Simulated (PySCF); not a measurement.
## Two-component Hartree-Fock for Si (silicon, neutral)

Start: [Ne] 3s1 3p3; 3s1/2 filled at m_j = +1/2; 3p3/2 filled at m_j = -1/2, +1/2, +3/2. Calculated with PySCF 2.14 in x2c-TZVPall-2c with one added diffuse shell each of s, p type (6s7p2d1f, 44 functions): generalised Hartree-Fock with the X2C-1e Hamiltonian and a Gaussian nucleus; one run each with spin-orbit coupling (SO) switched off, then screened by Boettger's factors. This is a chosen level, not necessarily the ground level.

| spinor shell | electrons | ε, spin-free (eV) | ε, screened SO (eV) | weight of nominal j (screened SO) | rms radius, screened SO (bohr) |
| --- | --- | --- | --- | --- | --- |
| 1s1/2 | 2 | -1877.4 | -1877.4 | 1.000 | 0.129 |
| 2s1/2 | 2 | -168.73 | -168.73 | 1.000 | 0.613 |
| 2p1/2 | 2 | -116.52 | -117.35 | 0.728 | 0.597 |
| 3s1/2 | 1 | -19.736 | -19.736 | 1.000 | 2.32 |
| 3p3/2 | 3 | -9.468 | -9.468 | 0.665 | 2.84 |

Task: Where does 2p3/2 lie, and what is the 2p spin-orbit splitting (screened SO)?

Result: At -116.11 eV, 1.243 eV above 2p1/2.

| quantity | spin-free | screened SO |
| --- | --- | --- |
| E (hartree) | -289.35633 | -289.35659 |
| M_J | 2 | 2 |
| ⟨J²⟩ | 6.000 | 6.000 |
| ⟨L²⟩ | 0.000 | 0.000 |
| ⟨S²⟩ | 6.000 | 6.000 |

Each row is a mean over spinors that exchange with the open shell spreads, by up to 1.260 eV (2p3/2).

Rows whose weight is well below 1 are mixtures of j = l ± 1/2: exchange outweighs spin-orbit coupling there, and the label is only the starting occupation.

Without spin-orbit coupling the j labels of p, d and f shells carry no meaning; the spin-free column gives the mean over the occupied spinors of each nl shell.
